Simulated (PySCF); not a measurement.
Calculation: PBE0-D3(BJ)/def2-TZVP in PySCF. Gas-phase values, no solvent. Delta-SCF ions had no search for a lower state. Excitations are Tamm–Dancoff values on a coarser integration grid. The basis has no diffuse functions, so Rydberg states are missing or too high.

Reference species (SMILES): `CC=[SiH2]` (neutral, multiplicity 1).

T1 excitation (TDA): 2.41 eV
HOMO: -6.16 eV
vertical ionisation energy (Delta-SCF): 8.17 eV

Changed species: `C=[SiH]C`.

Question: What does the change do to the T1 excitation (TDA), HOMO and vertical ionisation energy (Delta-SCF)?

Answer: the T1 excitation (TDA) increases by 0.40 eV, to 2.81 eV; the HOMO falls by 0.07 eV, to -6.23 eV; the vertical ionisation energy (Delta-SCF) goes up by 0.08 eV, to 8.25 eV.
